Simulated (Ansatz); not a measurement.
Reaction (isomerisation): `NC([SiH3])N[SiH3]` → `C[SiH](N)[SiH2]N`

Gas-phase electronic energies from Ansatz, PBE0-D4/def2-TZVP geometries. CCSD(T)/CBS adds triple-zeta CCSD(T) − MP2 to the extrapolated MP2 energy (def2 sets, frozen cores). DFT in def2-TZVPP. Each species was taken in one conformer, which may not be the lowest.

`NC([SiH3])N[SiH3]`:

Z-matrix (Å, degrees):
```
C
Si 1 1.912
N 1 1.442 2 114.3
N 1 1.461 2 110.9 3 -122.1
H 1 1.103 2 106.4 3 123.6
H 2 1.490 1 114.7 3 -60.9
H 2 1.489 1 105.4 3 179.9
H 2 1.488 1 109.4 3 62.9
Si 3 1.718 1 127.4 2 33.0
H 3 1.012 1 110.7 2 -171.0
H 4 1.013 1 111.5 2 -64.7
H 4 1.014 1 110.8 2 56.0
H 9 1.488 3 109.2 1 -57.4
H 9 1.485 3 106.4 1 -176.9
H 9 1.494 3 115.4 1 62.9
```

`C[SiH](N)[SiH2]N`:

```xyz
15

C     1.875    0.956   -0.687
Si    0.845   -0.148    0.417
N     0.564   -1.651   -0.397
Si   -1.325    0.676    0.800
N    -2.374   -0.421   -0.035
H     2.060    1.917   -0.200
H     2.846    0.500   -0.899
H     1.370    1.143   -1.637
H     1.583   -0.273    1.717
H    -0.184   -2.235   -0.053
H     1.346   -2.217   -0.690
H    -1.422    2.109    0.369
H    -1.714    0.663    2.239
H    -2.096   -0.718   -0.958
H    -3.374   -0.301    0.015
```

```
          level  ΔE (kJ/mol)
         B2PLYP       -202.0
CCSD/def2-TZVPP       -199.6
   HF/CBS(def2)       -198.8
 CCSD/CBS(def2)       -205.2
```

Q: What does CCSD(T)/CBS give? (An estimate is asked.)

A: Ansatz gave: -203.6 kJ/mol. The listed levels differ from it by 1.6, 4.0, 4.8, -1.6 kJ/mol.

Largest T1 diagnostic among the species: 0.011.

From PBE to PBE0 (25 % exact exchange), in def2-TZVPP and without D4, ΔE moves by −4.1 kJ/mol. The D4 term adds +3.2 kJ/mol with B3LYP and +1.5 kJ/mol with PBE0; it sums over pairs of atoms, weighted by their polarisabilities, and B3LYP, whose exchange is more repulsive, gets the larger term.

B3LYP here is the variant with VWN-RPA as its local correlation; programs differ in this.
